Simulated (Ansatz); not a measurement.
Program: Ansatz. Geometries: PBE0-D4/def2-TZVP. ΔE: electronic, gas phase. CCSD(T)/CBS adds triple-zeta CCSD(T) − MP2 to the extrapolated MP2 energy (def2 sets, frozen cores). This one scheme is used for every species. Functionals use def2-TZVPP. B3LYP here is the variant with VWN-RPA as its local correlation; programs differ in this. HSE06 is defined as in plane-wave codes. For As outer-core shells are correlated without core-valence functions, which leaves a few kJ/mol of doubt a bond. Scalar relativity is left out up to krypton. Each species was taken in one conformer, which may not be the lowest.

Reaction (ligand exchange at the Si–O bond): `[SiH3]O[Si]O[SiH3]` + `C[AsH]C` → `C[As](C)[SiH3]` + `O[Si]O[SiH3]`

`[SiH3]O[Si]O[SiH3]`:

```xyz
11

Si   -0.994    2.701    0.317
O    -0.439    1.156    0.257
Si   -0.070   -0.201    1.101
O     0.432   -1.181   -0.114
Si    1.007   -2.661   -0.537
H    -1.315    3.087    1.716
H    -2.216    2.804   -0.516
H     0.054    3.607   -0.215
H     0.055   -3.294   -1.482
H     1.158   -3.525    0.664
H     2.328   -2.493   -1.191
```

`C[AsH]C`:

Cartesian coordinates in Å:
```
C 0.434 1.364 0.425
As 0.749 -0.063 -0.893
C -0.793 -1.193 -0.423
H -0.415 1.962 0.092
H 1.312 2.010 0.473
H 0.225 0.962 1.416
H 1.753 -0.830 -0.036
H -1.699 -0.715 -0.797
H -0.690 -2.163 -0.910
H -0.878 -1.334 0.654
```

`C[As](C)[SiH3]`:

Z-matrix (Å, degrees):
```
C
As 1 1.975
H 1 1.090 2 109.3
H 1 1.091 2 112.0 3 121.5
H 1 1.091 2 108.3 3 -117.9
C 2 1.975 1 97.5 3 -169.0
Si 2 2.359 1 95.8 3 -72.4
H 6 1.091 2 108.3 1 -73.0
H 6 1.091 2 112.0 1 47.6
H 6 1.090 2 109.3 1 169.1
H 7 1.492 2 111.2 1 -49.3
H 7 1.488 2 109.9 1 71.0
H 7 1.488 2 109.9 1 -169.5
```

`O[Si]O[SiH3]`:

```xyz
8

O    -2.779    0.008   -0.156
Si   -1.561   -0.776    0.619
O    -0.234   -0.005   -0.003
Si    1.411    0.009    0.068
H    -2.549    0.708   -0.776
H     1.951   -0.277   -1.285
H     1.901   -1.018    1.024
H     1.860    1.352    0.510
```

Question: Is it downhill or uphill in electronic energy at CCSD(T)/CBS, and by how much? (Best estimate.)

Answer: The calculation gave: Uphill: ΔE = +66.6 kJ/mol.

Question: What do these levels give: B97M-V, PBE0-D4, ωB97X-V, BLYP, PBE0, B3LYP, HSE06, HF/def2-SVP, CCSD/def2-SVP, MP2/def2-QZVPP, SCS-MP2/def2-QZVPP, HF/CBS(def2)? (Best estimate.)

Answer: The calculation gave: B97M-V 70.2, PBE0-D4 53.6, ωB97X-V 67.4, BLYP 69.9, PBE0 56.5, B3LYP 74.0, HSE06 56.1, HF/def2-SVP 89.3, CCSD/def2-SVP 69.3, MP2/def2-QZVPP 67.4, SCS-MP2/def2-QZVPP 75.9, HF/CBS(def2) 102.8 kJ/mol.

Largest T1 diagnostic among the species: 0.014.

From PBE to PBE0 (25 % exact exchange), in def2-TZVPP and without D4, ΔE moves by +6.9 kJ/mol. In def2-TZVPP, CCSD(T) changes the Hartree–Fock value by −30.6 kJ/mol (the triples alone add −4.7 kJ/mol) and MP2 by −31.7 kJ/mol.
